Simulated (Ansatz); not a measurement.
Molecule: C2H9GeN, charge 0, multiplicity 1. SMILES: C[N](C)[GeH3]
Geometry: optimised at B3LYP-D3(BJ)/def2-TZVP (Ansatz, a program for electronic structure).

Property: vertical triplet-singlet gap (E(triplet) - E(singlet); each state is the SCF solution reached for its spin; for the triplet T1 is 0.086), in kJ/mol. Correlated levels leave the core frozen unless marked. Open shells are spin-unrestricted. No spin-orbit coupling. Frozen are the shells of the preceding noble gas and the d and f shells that filled before the atom's block. No relativistic terms. CBS marks a two-point X^-3 extrapolation of the correlation energy; Hartree-Fock from the larger set. [CCSD(T)-MP2]/basis is that difference in the basis named.

RI-MP2/CBS(aug-cc-pVTZ,aug-cc-pVQZ)+[CCSD(T)-MP2]/aug-cc-pVTZ (Ansatz) gives 506.6 kJ/mol.

Q: Another calculation gave 447.6 kJ/mol. Which level was it?
A) BHLYP/def2-TZVPD (Ansatz)
B) wB97M-V/def2-TZVPD (Ansatz)
C) SVWN5/def2-TZVPD (Ansatz)
D) B3LYP/def2-TZVPD (Ansatz)

A: C, SVWN5/def2-TZVPD (Ansatz). The others give 513.9 (wB97M-V), 477.7 (B3LYP), 494.5 (BHLYP) kJ/mol.
